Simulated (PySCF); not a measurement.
Hf(F)3(OH)(OH2) (F3H3HfO2), SMILES [OH][Hf](<-[OH2])([F])([F])[F], multiplicity 1. Coordinates come from a PBE-D3(BJ)/def2-SVP optimisation. The spin state was assumed, not searched. The def2 effective core potentials stand for the cores of Hf; spin–orbit coupling is left out. The values are those of a single conformer.

Calculation: PBE-D3(BJ)/def2-SVP run with PySCF 2.14.0.

Harmonic wavenumbers (cm⁻¹): 85, 90, 141, 145, 178, 185, 198, 239, 279, 286, 293, 410, 512, 609, 619, 636, 701, 1552, 3668, 3767, 3897. Rotational constants (GHz): 2.426, 1.804, 1.767; symmetry number 1.

Work out the zero-point energy and the ideal-gas rigid-rotor harmonic-oscillator thermochemistry at 298.15 K and 1 atm.

ZPE = ½ Σ hcν = ½ × 18490 cm⁻¹ = 26.43 kcal/mol. H − E(el) = 33.49 kcal/mol. Entropy in cal/(mol K): translation 42.68, rotation 28.12, vibration 29.14, total 99.95. G − E(el) = 3.69 kcal/mol. Cp = 34.66 cal/(mol K). Modes under 150 cm⁻¹ make the vibrational entropy uncertain.
